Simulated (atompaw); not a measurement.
# osmium: PAW (atompaw) pseudisation with LDA (PW92), scalar-relativistic reference atom.

```json
{"Element": "Os (Z = 76)", "Generator": "atompaw 4.2.0.5", "Type": "PAW", "Functional": "LDA (PW92)", "Relativity": "scalar-relativistic", "Frozen core": "[Xe] 4f14", "Valence charge": "8", "Reference configuration": "5d6 6s2 6p0", "Partial waves": "6s (bound): rc 3.00 bohr; 6s channel at -0.15 Ry: rc 3.00 bohr; 6p (bound, empty): rc 3.00 bohr; 6p channel at 0.5 Ry: rc 3.00 bohr; 5d (bound): rc 3.00 bohr; 5d channel at 0.8 Ry: rc 3.00 bohr", "Local potential": "bessel scheme, radius 2.25 bohr", "Core correction": "smooth core density matched at 2.85 bohr", "Augmentation charge": "sinc compensation charge, radius 2.60 bohr; PAW radius 3.00 bohr; waves and projectors: custom rrkj gramschmidtortho"}
```

Poles of the logarithmic derivatives, all-electron (AE) and pseudo (PS). s: poles at 0.7 (AE) and 0.7, 3.1 (PS) Ry. p: poles at 2.0 (AE) and 2.0, 4.6 (PS) Ry. d: poles at -0.2, 4.3 (AE) and -0.2 (PS) Ry. Test radius 3.01 bohr.

* Cutoffs needed: 10 Ry and 18 Ry (the cutoffs (Ry, on a coarse ladder) from which the occupation-weighted sum of valence levels, in a spherical-Bessel basis at the reference potential, stays within 10 and 1 mRy of its value at 400 Ry)
* Ghost test: no extra level below or beside the all-electron valence levels (s, p, d, f tested) (spherical-Bessel basis up to 400 Ry, 20 bohr box)
* Lowest eigenvalue of the overlap operator: 0.34 (s channel)
* Overlap eigenvalues printed by atompaw (projector basis): 0.112, 0.546, 0.624, 1.95, 4.93, 39.7
* Share of each valence orbital outside the PAW sphere: 6s 42 %, 6p 80 %, 5d 9 %
